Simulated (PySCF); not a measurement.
Correlation energy of Pt (platinum, neutral)

[Xe] 4f14 5d8 6s2, high-spin 3F determinant (an excited configuration). Calculation: PySCF 2.14, in aug-cc-pVTZ-PP with ECP60MDF; scalar relativity through the core potential. Frozen: 5s2 5p6; 10 electrons correlated.

| level | correlation energy (mhartree) |
| --- | --- |
| CCSD | -300.87 |
| (T) | -14.68 |
| CCSD(T) | -315.55 |

Diagnostics: T1 = 0.018, D1 = 0.0646, largest double amplitude 0.037.

Is a single reference adequate?

Yes, within this model without spin-orbit coupling: T1 lies below 0.03 and no double amplitude reaches 0.07.
